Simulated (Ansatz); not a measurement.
Reaction (formal exchange of groups at a Zn–S bond): `B[S][ZnH]` + CH₄ → `[CH3][ZnH]` + `BS`

Isolated molecules relaxed with PBE0-D4/def2-TZVP in Ansatz; ΔE leaves out vibrations. CBS: MP2 limit from def2 TZ/QZ plus the TZ coupled-cluster correction, frozen cores. This one scheme is used for every species. DFT in def2-TZVPP. For Zn outer-core shells are correlated without core-valence functions, which leaves a few kJ/mol of doubt a bond. Scalar relativity is left out up to krypton.

(1) Is it downhill or uphill in electronic energy at CCSD(T)/CBS, and by how much? (An estimate is asked.)

(2) What do these levels give: B97M-V, PBE0-D4, PBE0, RPA@PBE/def2-TZVPP, HF/def2-QZVPP, CCSD/def2-QZVPP? (Estimate.)

Largest T1 diagnostic among the species: 0.017.

Answers

(1) Computed: Uphill: ΔE = +117.2 kJ/mol.

(2) The calculation gave: B97M-V 117.7, PBE0-D4 115.8, PBE0 114.2, RPA@PBE/def2-TZVPP 105.2, HF/def2-QZVPP 125.7, CCSD/def2-QZVPP 115.6 kJ/mol.

From PBE to PBE0 (25 % exact exchange), in def2-TZVPP and without D4, ΔE moves by +5.5 kJ/mol. Leaving LDA and LC-ωPBE aside and taking each functional with its dispersion term where it has one, the values, not all of them listed here, spread over 13.1 kJ/mol, from BLYP-D4 to r2SCAN0-D4. In def2-TZVPP, CCSD(T) changes the Hartree–Fock value by −12.6 kJ/mol (the triples alone add +0.1 kJ/mol) and MP2 by −11.1 kJ/mol.
